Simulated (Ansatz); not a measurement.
Gas-phase electronic energies from Ansatz, PBE0-D4/def2-TZVP geometries. CCSD(T)/CBS adds triple-zeta CCSD(T) − MP2 to the extrapolated MP2 energy (def2 sets, frozen cores). This one scheme is used for every species. DFT in def2-TZVPP. B3LYP here is the variant with VWN-RPA as its local correlation; programs differ in this. Triplets are unrestricted, without spin–orbit coupling. Each species was taken in one conformer, which may not be the lowest.

Reaction (formal loss of a carbene): `CC(F)OC(F)F` → `FCOC(F)F` + `[CH2]` (triplet)

`CC(F)OC(F)F`:

```xyz
12

C     0.356   -0.891   -1.474
C    -0.279    0.098   -0.545
F    -0.510    1.274   -1.213
O     0.614    0.361    0.509
C     0.072    0.648    1.717
F    -0.606   -0.418    2.212
F    -0.821    1.655    1.648
H    -0.287   -1.046   -2.340
H     1.322   -0.510   -1.807
H     0.503   -1.842   -0.961
H    -1.241   -0.241   -0.150
H     0.876    0.912    2.404
```

`FCOC(F)F`:

Z-matrix (Å, degrees):
```
C
O 1 1.385
F 1 1.372 2 110.3
H 1 1.094 2 111.8 3 -119.7
H 1 1.089 2 106.5 3 117.7
C 2 1.368 1 115.2 3 73.0
F 6 1.332 2 106.7 1 -172.6
F 6 1.354 2 110.3 1 70.4
H 6 1.094 2 113.4 1 -51.2
```

`[CH2]` (triplet):

```xyz
3

C    -0.018    0.042    0.272
H    -0.094    0.957   -0.294
H     0.112   -0.999    0.022
```

| level | ΔE (kcal/mol) | difference from CCSD(T)/CBS |
| --- | --- | --- |
| PBE-D4 | 111.7 | 0.9 |
| PBE0-D4 | 109.8 | -1.0 |
| B3LYP-D4 | 108.6 | -2.2 |
| PBE | 110.2 | -0.6 |
| PBE0 | 108.5 | -2.3 |
| HF/def2-TZVPP | 75.2 | -35.6 |
| MP2/def2-TZVPP | 110.8 | 0.0 |
| HF/def2-QZVPP | 75.2 | -35.6 |
| MP2/def2-QZVPP | 112.4 | 1.6 |
| CCSD/CBS(def2) | 108.0 | -2.8 |
| CCSD(T)/CBS | 110.8 | 0 |

Largest T1 diagnostic among the species: 0.012.

In def2-TZVPP, CCSD(T) changes the Hartree–Fock value by +32.7 kcal/mol (the triples alone add +2.7 kcal/mol) and MP2 by +35.5 kcal/mol. The D4 term adds +2.3 kcal/mol with B3LYP and +1.3 kcal/mol with PBE0; it sums over pairs of atoms, weighted by their polarisabilities, and B3LYP, whose exchange is more repulsive, gets the larger term. From PBE to PBE0 (25 % exact exchange), in def2-TZVPP and without D4, ΔE moves by −1.7 kcal/mol.
